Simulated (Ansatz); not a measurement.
Stepwise reaction of `COB(O)O` with hydrogen, as a gas-phase model of exchange steps in deposition or etching. ΔE in kJ/mol; ΔG adds harmonic PBE0-D4 terms to CCSD(T)/CBS, at 1 bar.

Program: Ansatz. Geometries: PBE0-D4/def2-TZVP. ΔE: electronic, gas phase. CBS: MP2 limit from def2 TZ/QZ plus the TZ coupled-cluster correction, frozen cores. This one scheme is used for every species. DFT in def2-TZVPP. B3LYP here is the variant with VWN-RPA as its local correlation; programs differ in this. Each species was taken in one conformer, which may not be the lowest.

```json
{"step": "1", "reaction": "`COB(O)O` + H₂ → `COBO` + H₂O", "PBE-D4": "96.9", "B3LYP-D4": "101.6", "ωB97M-V": "102.7", "CCSD(T)/CBS": "98.2", "ΔG(400 K)": "97.6"}
{"step": "2", "reaction": "`COBO` + H₂ → `BOC` + H₂O", "PBE-D4": "116.9", "B3LYP-D4": "117.5", "ωB97M-V": "117.9", "CCSD(T)/CBS": "111.9", "ΔG(400 K)": "110.1"}
```

By hand: ΔE of the 2 steps together at CCSD(T)/CBS.

(98.2) + (111.9) = 210.1 kJ/mol, or 105.1 kJ/mol a step.

In ΔE each step is higher than the one before. All are uphill at CCSD(T)/CBS. ΔG lies between 97.6 and 110.1 kJ/mol a step. PBE-D4 differs from CCSD(T)/CBS by -1.3 to 5.0 kJ/mol a step. Isolated molecules leave out the surface, adducts and barriers. Largest T1 diagnostic: 0.014.
